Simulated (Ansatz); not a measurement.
`[CH3][GeH2][CH]=O` → `C=O` + `[CH3][GeH]`  (germylene formation by 1,1-elimination)

Gas-phase electronic energies from Ansatz, PBE0-D4/def2-TZVP geometries. CBS: MP2 limit from def2 TZ/QZ plus the TZ coupled-cluster correction, frozen cores. This one scheme is used for every species. Functionals use def2-TZVPP. B3LYP here is the variant with VWN-RPA as its local correlation; programs differ in this. For Ge outer-core shells are correlated without core-valence functions, which leaves a few kJ/mol of doubt a bond. Scalar relativity is left out up to krypton. Each species was taken in one conformer, which may not be the lowest.

```csv
level,ΔE (eV)
PBE-D4,1.53
r2SCAN-D4,1.68
B3LYP-D4,1.38
PBE,1.46
B3LYP,1.27
MP2/def2-TZVPP,1.69
CCSD(T)/def2-TZVPP,1.57
HF/CBS(def2),1.20
```

(1) What does CCSD(T)/CBS give? (An estimate is asked.)

Largest T1 diagnostic among the species: 0.015.

## Answers

(1) The calculation gave: +1.50 eV. The listed levels differ from it by 0.03, 0.18, -0.12, -0.04, -0.23, 0.19, 0.07, -0.30 eV.

In def2-TZVPP, CCSD(T) changes the Hartree–Fock value by +0.35 eV (the triples alone add +0.06 eV) and MP2 by +0.47 eV. The D4 term adds +0.11 eV with B3LYP and +0.06 eV with PBE0; it sums over pairs of atoms, weighted by their polarisabilities, and B3LYP, whose exchange is more repulsive, gets the larger term. From PBE to PBE0 (25 % exact exchange), in def2-TZVPP and without D4, ΔE moves by +0.07 eV.
